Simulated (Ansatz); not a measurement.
`[SiH3]CC1C[SiH2]1` + `NC(O)O` → `NC(O)O[SiH3]` + `CC1C[SiH2]1`  (ligand exchange at the Si–C bond)

Calculated with Ansatz (gas phase, PBE0-D4/def2-TZVP geometries, no zero-point term in ΔE). CBS: MP2 limit from def2 TZ/QZ plus the TZ coupled-cluster correction, frozen cores. Functionals use def2-TZVPP. B3LYP here is the variant with VWN-RPA as its local correlation; programs differ in this. One conformer a species, not always the lowest.

| level | ΔE (kcal/mol) |
| --- | --- |
| B2PLYP | -22.8 |
| r2SCAN | -21.6 |
| PBE0 | -19.9 |
| B3LYP | -22.9 |
| MP2/def2-QZVPP | -21.7 |
| SCS-MP2/def2-QZVPP | -22.8 |
| HF/CBS(def2) | -26.8 |
| CCSD/CBS(def2) | -22.1 |

Question: What does CCSD(T)/CBS give? (An estimate is asked.)

Answer: The calculation gave: -21.4 kcal/mol. The listed levels differ from it by -1.4, -0.2, 1.5, -1.5, -0.3, -1.4, -5.4, -0.7 kcal/mol.

Largest T1 diagnostic among the species: 0.011.

In def2-TZVPP, CCSD(T) changes the Hartree–Fock value by +5.1 kcal/mol (the triples alone add +0.7 kcal/mol) and MP2 by +4.9 kcal/mol. The D4 term adds +0.7 kcal/mol with B3LYP and +0.4 kcal/mol with PBE0; it sums over pairs of atoms, weighted by their polarisabilities, and B3LYP, whose exchange is more repulsive, gets the larger term. From PBE to PBE0 (25 % exact exchange), in def2-TZVPP and without D4, ΔE moves by −0.9 kcal/mol.
